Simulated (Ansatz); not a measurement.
Input file for C2H7O2V (`[CH3][V]([CH3])(=[O])[OH]`):

```yaml
crystal:
  periodic: [false, false, false]
  atoms:
    - {symbol: C, position_ang: [-1.689431, 0.154740, 0.210320]}
    - {symbol: V, position_ang: [0.160087, 0.431366, -0.517762]}
    - {symbol: C, position_ang: [1.304805, -1.126573, 0.020420]}
    - {symbol: O, position_ang: [0.049974, 0.403936, -2.068299]}
    - {symbol: O, position_ang: [0.848787, 1.957133, 0.050143]}
    - {symbol: H, position_ang: [-2.369056, 0.921168, -0.167694]}
    - {symbol: H, position_ang: [-1.660972, 0.183509, 1.303788]}
    - {symbol: H, position_ang: [-2.034352, -0.826713, -0.129556]}
    - {symbol: H, position_ang: [1.425526, -1.134583, 1.107918]}
    - {symbol: H, position_ang: [2.281144, -1.071502, -0.465264]}
    - {symbol: H, position_ang: [0.794942, -2.038209, -0.306339]}
    - {symbol: H, position_ang: [0.965746, 2.090429, 0.996429]}
basis:
  gaussian: {orbitals: def2-SVP}
correlation: {method: ccsd_t}
```

```sh
$ ansatz run in.yaml --threads 4 --pin off --events-out ev --progress --plain --max-ram 11315MiB
```

Log, shortened:

```
Functional definition: HF
1267 factors; integrals over basis functions are off by at most 1.3e-3 eV
mean field evaluation 1: about -31875.8961 eV, gradient 8.4e1 eV
mean field evaluation 2: about -31876.0261 eV, gradient 8.4e1 eV
mean field evaluation 4: about -31891.0998 eV, gradient 2.3e1 eV
mean field evaluation 8: about -31892.2040 eV, gradient 9.9e-1 eV
mean field evaluation 16: about -31892.2363 eV, gradient 4.5e-5 eV
mean field -31892.23631913 eV, -1172.0180673940 hartree, gradient 2.7e-6 eV, S^2 0.000000; 0 other end points of the search recorded, 0 dependent functions left out; unrestricted orbitals would lower it
9 core orbitals not correlated: weight in the atoms' cores, before any rotation towards them, 1.000 or more for the frozen orbitals, at most 0.000 for the correlated occupied ones
reference -31892.23631913 eV, -1172.0180673940 hartree; 20, 20 occupied and 93, 93 virtual orbitals, 1267 factors
second order -31.54265982 eV of doubles, -0.00000000 eV of singles
cycle   1  -27.55475520 eV  change     4.0e0 eV  update   4.0e-1
cycle   2  -30.06516873 eV  change    -2.5e0 eV  update   4.0e-1
cycle   3  -30.47567767 eV  change   -4.1e-1 eV  update   6.4e-2
cycle   4  -30.52489687 eV  change   -4.9e-2 eV  update   3.5e-2
cycle   5  -30.51140790 eV  change    1.3e-2 eV  update   1.5e-2
cycle   6  -30.52702085 eV  change   -1.6e-2 eV  update   7.4e-3
cycle   7  -30.51716174 eV  change    9.9e-3 eV  update   4.5e-3
cycle   8  -30.51210221 eV  change    5.1e-3 eV  update   2.4e-3
cycle   9  -30.51424050 eV  change   -2.1e-3 eV  update   9.7e-4
cycle  10  -30.51530852 eV  change   -1.1e-3 eV  update   5.6e-4
cycle  11  -30.51499078 eV  change    3.2e-4 eV  update   3.0e-4
cycle  12  -30.51450985 eV  change    4.8e-4 eV  update   1.9e-4
cycle  13  -30.51480026 eV  change   -2.9e-4 eV  update   7.0e-5
cycle  14  -30.51473051 eV  change    7.0e-5 eV  update   4.3e-5
cycle  15  -30.51470080 eV  change    3.0e-5 eV  update   2.3e-5
perturbative correction -1.88251244 eV, -0.0691810562 hartree
Total energy: -31924.63353237 eV, -1173.2086430209 hartree
```

Run time 12 s (4 threads of an Intel Xeon Platinum 8488C on a shared host); peak host memory 0.84 GiB.

Correlation energy per correlated electron: -0.810 eV. T1 diagnostic: 0.0286.
